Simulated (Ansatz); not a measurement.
Ansatz (an electronic-structure program) input (HF/def2-TZVPPD):
A basis named .json is the Basis Set Exchange file of that set.

Ansatz 0.2 input:
```yaml
crystal:
  periodic: [false, false, false]
  atoms:
    - {symbol: Ta, position_ang: [0.03976536, -0.05345324, -0.14586399]}
    - {symbol: O, position_ang: [-1.37772216, -0.95935198, 0.30020135]}
    - {symbol: O, position_ang: [-0.46897159, 1.59327137, -0.38748859]}
    - {symbol: F, position_ang: [1.31896428, -0.12991871, 1.26070772]}
basis:
  gaussian:
    orbitals: def2-TZVPPD.json
hamiltonian:
  xc: hf
magnetization: {spin_polarized: true, initial_magnetization: 2}
```

End of the output:

```
integrals: 0.08 GiB planned
1187 factors; their error is unknown
mean field: 0.69 GiB planned
mean field evaluation 1: about -8310.3736 eV, gradient 4.4e1 eV
mean field evaluation 2: about -8310.3800 eV, gradient 5.0e1 eV
mean field evaluation 4: about -8319.2535 eV, gradient 3.2e0 eV
mean field evaluation 8: about -8319.4830 eV, gradient 4.4e-1 eV
mean field evaluation 16: about -8319.6556 eV, gradient 1.7e-4 eV
mean field evaluation 32: about -8315.8660 eV, gradient 1.5e0 eV
mean field evaluation 64: about -8319.5639 eV, gradient 6.7e-1 eV
mean field evaluation 96: about -8318.8754 eV, gradient 1.7e0 eV
mean field evaluation 128: about -8315.8426 eV, gradient 3.8e0 eV
mean field evaluation 160: about -8319.4430 eV, gradient 8.9e-1 eV
mean field -8319.65559413 eV, -305.7417038194 hartree, gradient 8.2e-6 eV, S^2 2.216072; 1 other end points of the search recorded, 0 dependent functions left out
reference -8319.65559413 eV, -305.7417038194 hartree; 20, 18 occupied and 159, 161 virtual orbitals, 1187 factors
Total energy: -8319.65559413 eV, -305.7417038194 hartree
```

This state (charge 0, triplet) is run at the relaxed geometry of the species with charge 0 and multiplicity 1, and is a spin state other than that species' own.

The determinant is spin-contaminated: <S^2> is 2.22 against 2.00 for a pure state.
